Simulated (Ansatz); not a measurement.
Task: Name a neutral molecule of C, F, Ga, Si and H with ideal-gas entropy at 298 K and 1 bar (rigid rotor, harmonic PBE0-D4/def2-TZVP) between 392 and 408 J/(mol·K) and HOMO–LUMO gap (B3LYP/def2-TZVPP) between 4.40 and 4.70 eV (Ansatz, PBE0-D4/def2-TZVP geometry).

Result: `C[Si](C)(F)[GaH2]` (403 J/(mol·K), 4.66 eV). Other molecules can fit too; these were computed, each in one conformer that needn't be the lowest.

B3LYP here is the variant with VWN-RPA as its local correlation; programs differ in this.
